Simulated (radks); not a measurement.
I, configuration [Kr] 4d10 5s2 5p5. Calculated with a radial shooting solver on a logarithmic mesh with Libxc functionals: Dirac Kohn-Sham, LDA (Slater exchange, Perdew-Wang correlation), spin-unpolarised, spherical densities, point nucleus; open shells fill j = l - 1/2 first.

Normalised radial functions P(r) = r R(r) (large component), r in bohr:

r           4p1/2    5s1/2
0.001814   0.0070   0.0393
0.002498   0.0108   0.0508
0.00344    0.0171   0.0645
0.004776   0.0276   0.0806
0.006577   0.0445   0.0968
0.009057   0.0716   0.1106
0.01257    0.1156   0.1170
0.01731    0.1799   0.1076
0.02384    0.2683   0.0733
0.03284    0.3739   0.0078
0.04558    0.4691  -0.0851
0.06277    0.4845  -0.1683
0.08645    0.3343  -0.1832
0.12      -0.0421  -0.0686
0.1653    -0.5107   0.1423
0.2276    -0.7401   0.2807
0.3159    -0.3627   0.1364
0.4351     0.5096  -0.2322
0.5992     1.2211  -0.4241
0.8318     1.2061  -0.1041
1.145      0.6836   0.4792
1.577      0.2271   0.8170
2.19       0.0388   0.7060
3.016      0.0032   0.3808
4.153      0.0001   0.1281
5.765      0.0000   0.0233
7.939      0.0000   0.0021
10.93      0.0000   0.0001
15.18      0.0000   0.0000
20.9       0.0000   0.0000

4p1/2: eigenvalue -134.78 eV, 2 radial nodes at r = 0.116, 0.365 bohr, <r> = 0.773 bohr, 90 % of the charge inside 1.13 bohr. 5s1/2: eigenvalue -17.568 eV, 4 radial nodes at r = 0.0338, 0.134, 0.359, 0.883 bohr, <r> = 1.96 bohr, 90 % of the charge inside 2.87 bohr.
